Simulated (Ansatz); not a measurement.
`F/C=N\B[SiH3]`, charge 0, multiplicity 1.

**Question.** Give a relaxed structure at PBE0-D4/def2-TZVP (Ansatz). (Best estimate.)

**Answer.** The calculation gave: 
Cartesian coordinates in Å:
```
F 1.364 -0.295 2.737
C 1.491 0.361 1.578
N 0.539 0.560 0.831
B -0.530 0.722 0.008
Si -0.952 -0.670 -1.395
H 2.519 0.676 1.414
H -1.196 1.710 0.136
H -2.322 -1.212 -1.177
H 0.012 -1.804 -1.381
H -0.926 -0.049 -2.750
```
This is one stationary point; other conformers may exist.
